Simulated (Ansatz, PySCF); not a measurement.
Pair of molecules: HF (SMILES F) (first 2 atoms) with H2 (SMILES [H][H]); geometry from B3LYP-D3(BJ)/def2-TZVP, rigid monomers moved along the line of their centres of mass till H2···H4 is 2.26 Å.
(charge 0, multiplicity 1):
```xyz
4

F     -0.08210     0.19386    -0.50397
H     -0.06940     0.09894     0.41765
H     -0.08683    -0.48913     2.60344
H      0.01219     0.24721     2.67398
```

Interaction energies are E(AB) − E(A) − E(B) at the monomers' geometry in the complex; basis-set methods are counterpoise corrected.

Cores are frozen in the correlated methods. CBS(a, b) extrapolates the correlation energy as X⁻³ and adds the Hartree–Fock energy of set b.

Codes used: Ansatz (a first-principles code) with Gaussian orbitals; PySCF for the dispersion terms. Values without a source in brackets are computed.

PBE/def2-TZVPPD gives -1.12 kcal/mol for the interaction energy.

Problem. Where do these levels fall relative to PBE: PBE-D3(BJ)/def2-TZVPPD, r2SCAN/def2-TZVPPD, B3LYP/def2-TZVPPD, wB97M-V/def2-TZVPPD, MP2/CBS(aug-cc-pVTZ, aug-cc-pVQZ), CCSD(T)/CBS(aug-cc-pVTZ, aug-cc-pVQZ).

Solution. PBE-D3(BJ)/def2-TZVPPD -0.18; r2SCAN/def2-TZVPPD 0.28; B3LYP/def2-TZVPPD 0.36; wB97M-V/def2-TZVPPD 0.20; MP2/CBS(aug-cc-pVTZ, aug-cc-pVQZ) 0.20; CCSD(T)/CBS(aug-cc-pVTZ, aug-cc-pVQZ) 0.17 kcal/mol. 5 of 6 lie above PBE; the widest gap is to B3LYP/def2-TZVPPD.
